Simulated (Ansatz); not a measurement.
[VBr4]- (VBr4⁻). Total charge -1; singlet. Geometry r2SCAN-D4/def2-SVPD.

```xyz
5

V     0.000    0.000    0.000
Br    1.454    0.122    1.877
Br    1.173    1.110   -1.745
Br   -2.104    1.016    0.440
Br   -0.523   -2.247   -0.572
```

The restricted singlet is unstable towards broken spin symmetry in Hartree–Fock (as tested in another run); at PBE-D4/def2-TZVPD, r2SCAN-D4/def2-TZVPD, PBE0-D4/def2-TZVPD, CAM-B3LYP-D4/def2-TZVPD this wasn't settled. At PBE-D4/def2-TZVPD, r2SCAN-D4/def2-TZVPD the highest occupied level of the charge -1 singlet lies above zero (up to 0.56 eV). The electron is either unbound and held by the finite basis, or the level is raised by self-interaction error. At PBE-D4/def2-TZVPD, r2SCAN-D4/def2-TZVPD an occupied level of the charge -1 singlet lies above an empty one (by up to 0.92 eV), so this SCF solution is probably not the lowest. The geometry of the singlet was relaxed on an unsound state (an occupied level 0.51 eV above an empty one). At PBE0-D4/def2-TZVPD a triplet of charge -1 lies 1.82 eV below the restricted singlet, each at its own geometry.

Task: Estimate the orbital energies around the gap (eV) in Ansatz with PBE-D4/def2-TZVPD, r2SCAN-D4/def2-TZVPD, PBE0-D4/def2-TZVPD, CAM-B3LYP-D4/def2-TZVPD.

Result: 
```csv
orbital,PBE-D4/def2-TZVPD,r2SCAN-D4/def2-TZVPD,PBE0-D4/def2-TZVPD,CAM-B3LYP-D4/def2-TZVPD
HOMO−5,-3.68,-4.00,-4.97,-6.35
HOMO−4,-3.68,-4.00,-4.96,-6.30
HOMO−3,-2.96,-3.26,-4.18,-5.47
HOMO−2,-2.96,-3.26,-4.14,-5.40
HOMO−1,-2.95,-3.26,-4.14,-5.40
HOMO,0.56,0.13,-1.77,-3.44
LUMO,-0.36,-0.37,0.59,1.62
LUMO+1,0.49,0.49,1.34,2.29
LUMO+2,0.49,0.49,1.34,2.29
LUMO+3,1.04,1.32,2.11,3.11
LUMO+4,2.44,2.98,2.86,3.20
LUMO+5,2.94,3.47,3.32,3.64
```
